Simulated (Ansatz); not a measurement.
A CCSD(T) single point on C2H5O2Si (`[CH]=C[SiH](O)O`) radical.

```yaml
crystal:
  periodic: [false, false, false]
  atoms:
    - {symbol: C, position_ang: [-1.524850, -0.938542, 1.112212]}
    - {symbol: C, position_ang: [-0.228258, -0.809052, 1.043767]}
    - {symbol: Si, position_ang: [0.581422, 0.007939, -0.419430]}
    - {symbol: O, position_ang: [-0.664927, 0.497307, -1.371114]}
    - {symbol: O, position_ang: [1.558454, 1.240888, 0.051724]}
    - {symbol: H, position_ang: [-2.363338, -0.686584, 0.476012]}
    - {symbol: H, position_ang: [0.407521, -1.169299, 1.855323]}
    - {symbol: H, position_ang: [1.496168, -0.894280, -1.156702]}
    - {symbol: H, position_ang: [-0.444896, 0.853921, -2.232611]}
    - {symbol: H, position_ang: [1.182693, 1.897692, 0.640829]}
basis:
  gaussian: {orbitals: def2-TZVPP}
magnetization: {spin_polarized: true, initial_magnetization: 1}
correlation: {method: ccsd_t}
scf: {omitted_lower_state_checks: [cluster_reference]}
```

```sh
$ ansatz run in.yaml --threads 2 --pin off --events-out ev --progress --plain --max-ram 32768MiB --backend cuda --devices 0, --max-vram 18GiB
```

The program prints (abridged):

```
Functional definition: HF
1420 factors; integrals over basis functions are off by at most 1.2e-3 eV
mean field evaluation 1: about -14074.9845 eV, gradient 3.6e1 eV
mean field evaluation 2: about -14074.9903 eV, gradient 3.6e1 eV
mean field evaluation 4: about -14080.3405 eV, gradient 3.6e0 eV
mean field evaluation 8: about -14080.5577 eV, gradient 5.3e-1 eV
mean field evaluation 16: about -14080.6104 eV, gradient 1.8e-6 eV
mean field -14080.61036731 eV, -517.4528868180 hartree, gradient 2.3e-6 eV, S^2 0.919509; 0 other end points of the search recorded, 0 dependent functions left out
9 core orbitals not correlated: weight in the atoms' cores, before any rotation towards them, 1.000 or more for the frozen orbitals, at most 0.000 for the correlated occupied ones
reference -14080.61036731 eV, -517.4528868180 hartree; 15, 14 occupied and 212, 213 virtual orbitals, 1420 factors
second order -23.81306338 eV of doubles, -0.00000000 eV of singles
cycle   1  -24.08094511 eV  change   -2.7e-1 eV  update   1.1e-1
cycle   2  -24.70208038 eV  change   -6.2e-1 eV  update   4.4e-2
cycle   3  -24.90683978 eV  change   -2.0e-1 eV  update   3.2e-2
cycle   4  -24.91526663 eV  change   -8.4e-3 eV  update   1.7e-2
cycle   5  -24.92357133 eV  change   -8.3e-3 eV  update   8.5e-3
cycle   6  -24.92918714 eV  change   -5.6e-3 eV  update   3.0e-3
cycle   7  -24.92939136 eV  change   -2.0e-4 eV  update   1.2e-3
cycle   8  -24.92949790 eV  change   -1.1e-4 eV  update   5.4e-4
cycle   9  -24.92974957 eV  change   -2.5e-4 eV  update   2.6e-4
cycle  10  -24.92960489 eV  change    1.4e-4 eV  update   1.3e-4
cycle  11  -24.92973467 eV  change   -1.3e-4 eV  update   5.8e-5
cycle  12  -24.92977292 eV  change   -3.8e-5 eV  update   2.1e-5
cycle  13  -24.92979286 eV  change   -2.0e-5 eV  update   8.4e-6
perturbative correction -0.98609824 eV, -0.0362384420 hartree
Total energy: -14106.52625841 eV, -518.4052782495 hartree
Checks for a lower state left out: cluster_reference
```

Hardware: 2 threads of an AMD EPYC 7R13 on a shared host and a share of an NVIDIA H100 80 GB. Wall time 15 s, peak host memory 0.99 GiB.

Correlation energy per correlated electron: -0.894 eV. T1 diagnostic: 0.0275.
